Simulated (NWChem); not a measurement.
System: formamidinium (CH$_{5}$N$_{2}$ cation); SMILES NC=[NH2+]

```xyz
8

N     -1.1744     0.0000     0.1820
C      0.0000     0.0000    -0.4179
N      1.1744     0.0000     0.1820
H     -1.2857     0.0000     1.2019
H     -2.0327     0.0000    -0.3766
H      0.0000     0.0000    -1.5215
H      1.2857     0.0000     1.2019
H      2.0327     0.0000    -0.3766
```
Atoms are numbered in this order, from 1.

Structure relaxed at the PBE-D3(BJ)/def2-SVP level.

Question: Give the principal values of the shielding tensors (ppm) of N1, C2 from B3LYP/6-31G* (spherical d), GIAO (NWChem), with their diamagnetic and paramagnetic parts as GIAO splits them.

Answer: 
| atom | σ11 | σ22 | σ33 | isotropic | diamagnetic | paramagnetic |
|---|---|---|---|---|---|---|
| N1 | 65.3 | 183.2 | 205.5 | 151.3 | 323.9 | -172.5 |
| C2 | -32.1 | 19.1 | 145.3 | 44.1 | 253.5 | -209.4 |
